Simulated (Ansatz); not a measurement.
# Energy profile

The step: GaSiH₅ ([SiH3][GaH2]) + H₂S → GaH₃S ([SH][GaH2]) + SiH₄; bonds formed: Si2–H5; dative contacts that become bonds: Ga1–S6; bonds broken: Ga1–Si2, H5–S6 (atoms numbered as in the saddle structure below).

```
10
angstrom
Ga -0.4795 -1.2538 -0.0266
Si 1.2206 0.6994 -0.3791
H -0.7013 -1.8335 -1.4527
H -0.0865 -1.9087 1.3285
H -0.6517 0.5700 -0.0284
S -2.2869 0.3406 0.3284
H 1.0658 1.5754 -1.5706
H 1.5625 1.5341 0.8039
H 2.3567 -0.2359 -0.6323
H -1.9999 0.5122 1.6288
```

Electronic energies by CCSD(T) at an estimated basis limit (MP2 extrapolated from triple and quadruple zeta, plus CCSD(T) − MP2 in triple zeta), on PBE0-D4/def2-TZVP structures; GaSiH7S, singlet; no counterpoise correction. Program: Ansatz 0.2.0. Basis: def2-TZVPP and def2-QZVPP. Cores are frozen in the correlated methods. Filled d shells of the heavier atoms are correlated. The def2 sets are not built for correlating such inner shells, so the correlated values are less sure here. Extrapolation: Hartree–Fock as exp(−7.88 √X), correlation as X^−2.97.

**Question.** Give the profile in kcal/mol, counted from the separated reactants. (An estimate is asked for; the value comes from the calculation.)

**Answer.** Computed:
| point | kcal/mol |
| --- | --- |
| separated: GaSiH5 (linked as [SiH3][GaH2]; Ga1, Si2, H3, H4, H7, H8, H9; singlet) + H2S (H5, S6, H10; singlet) | 0.00 |
| start structure | -12.85 |
| saddle | 9.79 |
| end structure | -25.46 |
| separated: GaH3S (linked as [SH][GaH2]; Ga1, H3, H4, S6, H10; singlet) + SiH4 (Si2, H5, H7, H8, H9; singlet) | -21.73 |

The T1 diagnostic stays at or below 0.014.

For scale, one of the runs: CCSD(T)/def2-TZVPP, 230 basis functions, launched by `ansatz run in.yaml --threads 4 --pin off --events-out ev --progress --plain --max-ram 9574MiB`. Hardware: 4 CPU threads of an Arm Neoverse V1, shared host. Wall time 93 s; peak host memory 3.5 GiB.
